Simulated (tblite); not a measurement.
C₆H₁₃N (charge +1 and doublet state).
SMILES with atom numbers: `[CH2:1]=[CH:2][C@:3]([CH3:4])([NH2+:5])[CH2:6][CH3:7]` (hydrogens: H8, H9 on C1; H10 on C2; H11, H12, H13 on C4; H14, H15 on N5; H16, H17 on C6; H18, H19, H20 on C7)
Bond orders are those of one Lewis drawing.

Computed with GFN2-xTB (tblite), gas phase: L-BFGS steps from a force-field or distance-geometry start until the largest atomic force falls under 0.01 eV/Å.

Step 105: E = -595.4997 eV
```
atom  x, y, z in Å  |  force x, y, z in eV/Å
C1     -0.6070    1.7696   -1.2054    0.005   0.001  -0.013
C2     -1.0388    1.0051   -0.2220    0.018   0.012  -0.014
C3     -0.4908   -0.3323    0.2558    0.023   0.004  -0.015
C4     -1.3062   -1.4970   -0.3037    0.000   0.014  -0.015
N5     -0.4636   -0.3773    1.6474   -0.019  -0.028   0.016
C6      1.0068   -0.5006   -0.2996    0.005  -0.002   0.010
C7      2.0284    0.4436    0.2786   -0.020  -0.018   0.025
H8     -1.1728    2.6335   -1.5176   -0.027  -0.016  -0.005
H9      0.3037    1.6024   -1.7578   -0.018   0.016  -0.026
H10    -1.9203    1.2939    0.3373    0.006   0.007   0.010
H11    -1.2654   -1.5163   -1.3882    0.008   0.022  -0.020
H12    -0.9331   -2.4479    0.0710   -0.011   0.011   0.004
H13    -2.3481   -1.3974   -0.0047    0.002   0.006   0.012
H14    -0.7826   -1.1944    2.1441    0.015   0.027   0.012
H15    -0.1785    0.4284    2.1816   -0.005  -0.031   0.011
H16     0.9220   -0.3791   -1.3794    0.001  -0.030   0.011
H17     1.2819   -1.5298   -0.0692    0.008   0.000   0.007
H18     1.7936    1.4904    0.1055   -0.010  -0.006  -0.003
H19     2.9783    0.2353   -0.2173    0.022   0.023  -0.038
H20     2.1871    0.2804    1.3405   -0.002  -0.009   0.031
```

Step 106: E = -595.5003 eV
```
atom  x, y, z in Å  |  force x, y, z in eV/Å
C1     -0.6106    1.7682   -1.2066    0.009   0.001  -0.013
C2     -1.0362    1.0073   -0.2177    0.022  -0.004  -0.018
C3     -0.4892   -0.3308    0.2564   -0.005   0.013  -0.014
C4     -1.3041   -1.4954   -0.3064   -0.006   0.012  -0.013
N5     -0.4650   -0.3786    1.6480   -0.020  -0.054  -0.025
C6      1.0089   -0.5018   -0.2979   -0.006  -0.008   0.014
C7      2.0298    0.4450    0.2784   -0.026  -0.049   0.013
H8     -1.1736    2.6348   -1.5154   -0.038  -0.009  -0.007
H9      0.2936    1.5945   -1.7656    0.010   0.013  -0.044
H10    -1.9113    1.3020    0.3471   -0.010   0.008   0.027
H11    -1.2623   -1.5144   -1.3909    0.019   0.021  -0.016
H12    -0.9347   -2.4473    0.0699   -0.006   0.018  -0.003
H13    -2.3467   -1.3942   -0.0103    0.000   0.012   0.018
H14    -0.7736   -1.2009    2.1413    0.007   0.004   0.027
H15    -0.1976    0.4304    2.1843    0.014   0.009   0.039
H16     0.9232   -0.3845   -1.3784    0.008  -0.023   0.021
H17     1.2816   -1.5313   -0.0644    0.018   0.015   0.006
H18     1.7946    1.4909    0.1006   -0.004  -0.011   0.001
H19     2.9792    0.2324   -0.2166    0.025   0.033  -0.039
H20     2.1891    0.2843    1.3407   -0.011  -0.001   0.027
```

Step 107: E = -595.5008 eV
```
atom  x, y, z in Å  |  force x, y, z in eV/Å
C1     -0.6141    1.7636   -1.2111    0.027  -0.007  -0.029
C2     -1.0284    1.0138   -0.2075   -0.018  -0.005  -0.006
C3     -0.4887   -0.3267    0.2584   -0.031   0.025   0.007
C4     -1.3008   -1.4920   -0.3120   -0.021   0.009  -0.013
N5     -0.4710   -0.3843    1.6500   -0.015  -0.058   0.062
C6      1.0115   -0.5038   -0.2942   -0.031  -0.018   0.020
C7      2.0298    0.4489    0.2769   -0.035  -0.092  -0.002
H8     -1.1688    2.6381   -1.5111   -0.038  -0.009  -0.009
H9      0.2748    1.5692   -1.7885   -0.006   0.023  -0.037
H10    -1.8874    1.3280    0.3737    0.024  -0.005   0.012
H11    -1.2527   -1.5116   -1.3964    0.030   0.017  -0.006
H12    -0.9392   -2.4451    0.0699    0.005   0.033  -0.020
H13    -2.3451   -1.3868   -0.0228   -0.001   0.019   0.017
H14    -0.7417   -1.2288    2.1338    0.041   0.116  -0.018
H15    -0.2497    0.4364    2.1946   -0.006  -0.101  -0.008
H16     0.9222   -0.3938   -1.3756    0.023  -0.019   0.035
H17     1.2810   -1.5329   -0.0548    0.035   0.026   0.005
H18     1.7940    1.4922    0.0901   -0.009   0.008   0.003
H19     2.9782    0.2305   -0.2165    0.050   0.034  -0.050
H20     2.1909    0.2956    1.3398   -0.024   0.004   0.037
```

Step 108: E = -595.5020 eV
```
atom  x, y, z in Å  |  force x, y, z in eV/Å
C1     -0.6152    1.7629   -1.2129    0.017   0.003  -0.043
C2     -1.0263    1.0143   -0.2078   -0.026  -0.027   0.018
C3     -0.4865   -0.3266    0.2577   -0.059   0.024   0.017
C4     -1.3009   -1.4905   -0.3135   -0.018   0.012  -0.005
N5     -0.4707   -0.3840    1.6495   -0.015  -0.080  -0.025
C6      1.0128   -0.5050   -0.2933   -0.023  -0.023   0.024
C7      2.0296    0.4484    0.2792   -0.014  -0.083  -0.021
H8     -1.1714    2.6365   -1.5119   -0.039  -0.001  -0.011
H9      0.2701    1.5672   -1.7938    0.022   0.019  -0.050
H10    -1.8834    1.3289    0.3755    0.019  -0.001   0.018
H11    -1.2533   -1.5081   -1.3981    0.027   0.012   0.003
H12    -0.9423   -2.4450    0.0678    0.014   0.036  -0.026
H13    -2.3444   -1.3836   -0.0220   -0.005   0.023   0.009
H14    -0.7391   -1.2261    2.1341    0.013   0.027   0.011
H15    -0.2510    0.4332    2.1945    0.025   0.007   0.044
H16     0.9244   -0.3979   -1.3751    0.029  -0.010   0.039
H17     1.2813   -1.5336   -0.0514    0.040   0.017   0.003
H18     1.7884    1.4913    0.0952   -0.001   0.003   0.014
H19     2.9784    0.2367   -0.2184    0.027   0.034  -0.036
H20     2.1944    0.2916    1.3415   -0.030   0.009   0.018
```

Question: Estimate the geometry and energy of step 109. (The exact step hangs on the optimiser's Hessian estimate; all steps are aligned on step 108, rigid shifts and turns removed.)

Answer: E = -595.5040 eV, largest force 0.093 eV/Å
```
atom  x, y, z in Å  |  force x, y, z in eV/Å
C1     -0.6208    1.7568   -1.2213   -0.021  -0.027   0.003
C2     -1.0187    1.0195   -0.2001   -0.020   0.007  -0.027
C3     -0.4847   -0.3227    0.2574   -0.077   0.021   0.047
C4     -1.2998   -1.4850   -0.3207   -0.019   0.016   0.009
N5     -0.4717   -0.3882    1.6492   -0.018  -0.079  -0.036
C6      1.0152   -0.5088   -0.2890   -0.013  -0.029   0.030
C7      2.0282    0.4486    0.2827    0.033  -0.047  -0.042
H8     -1.1732    2.6356   -1.5110   -0.033   0.004  -0.017
H9      0.2468    1.5436   -1.8216    0.030   0.016  -0.051
H10    -1.8580    1.3518    0.4001    0.034  -0.003   0.009
H11    -1.2479   -1.4998   -1.4055    0.020   0.008   0.022
H12    -0.9488   -2.4418    0.0619    0.031   0.042  -0.038
H13    -2.3425   -1.3729   -0.0289   -0.015   0.025  -0.011
H14    -0.7086   -1.2418    2.1285    0.002  -0.007   0.018
H15    -0.2859    0.4321    2.2013    0.036   0.031   0.050
H16     0.9287   -0.4092   -1.3716    0.037   0.000   0.038
H17     1.2818   -1.5354   -0.0397    0.047  -0.001  -0.001
H18     1.7799    1.4903    0.0958    0.012  -0.021   0.028
H19     2.9795    0.2431   -0.2166   -0.024   0.032  -0.009
H20     2.1954    0.2948    1.3461   -0.041   0.013  -0.021
```

The energy changes by -0.0020 eV. The first-order estimate −F·Δx gives -0.0025 eV and the mean of the old and new forces, exact on a quadratic surface, -0.0020 eV. The step makes an angle of 82° with the force vector and moves no atom by more than 0.043 Å.

The cost below is that of the whole relaxation. On one thread of an Arm Neoverse V2, no GPU, shared host with 32 logical CPUs at a one-minute load of 30, this took 0.98 s wall.
